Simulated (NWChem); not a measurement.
Molecule: C2H4O3Si; SMILES C#C[Si](O)(O)O

```xyz
10

C      0.0000     0.0000    -2.6259
C      0.0000     0.0000    -1.4112
Si     0.0000     0.0000     0.4201
O     -1.4859    -0.4304     0.9833
O      0.3702     1.5020     0.9833
O      1.1157    -1.0716     0.9833
H      0.0000     0.0000    -3.6939
H     -1.8205    -1.2901     0.6925
H     -0.2070     2.2216     0.6925
H      2.0275    -0.9315     0.6925
```
Atoms are numbered in this order, from 1.

Level: B3LYP/6-31G* (spherical d) (NWChem), optimised geometry, unscaled harmonic frequencies. B3LYP is NWChem's, with the RPA form of VWN correlation.

Task: List the harmonic frequencies with IR intensities, and the thermochemistry.

Result: 
```
frequency (cm⁻¹)  IR intensity (km/mol)
----------------  ---------------------
67                                 41.9
67                                 41.9
160                                20.0
160                                20.0
230                               217.5
307                                 0.8
307                                 0.8
357                                81.1
399                                55.1
399                                55.1
617                                59.0
685                                38.5
685                                38.5
829                                32.7
841                               234.3
841                               234.3
864                               370.8
994                               168.0
994                               168.0
2162                               47.0
3479                               33.4
3806                              106.9
3806                              106.9
3807                                0.2
```

```json
{
  "zero_point_energy": "38.4 kcal/mol",
  "thermal correction to the enthalpy at 298.15 K (with zero-point energy)": "44.5 kcal/mol",
  "heat capacity Cv": "29.1 cal/(mol K)",
  "entropy at 298.15 K and 1 atm (symmetry number 3)": "88.2 cal/(mol K)",
  "dipole_moment": "2.68 D"
}
```

Rigid rotor and harmonic oscillator; modes under 100 cm⁻¹ make the entropy uncertain.
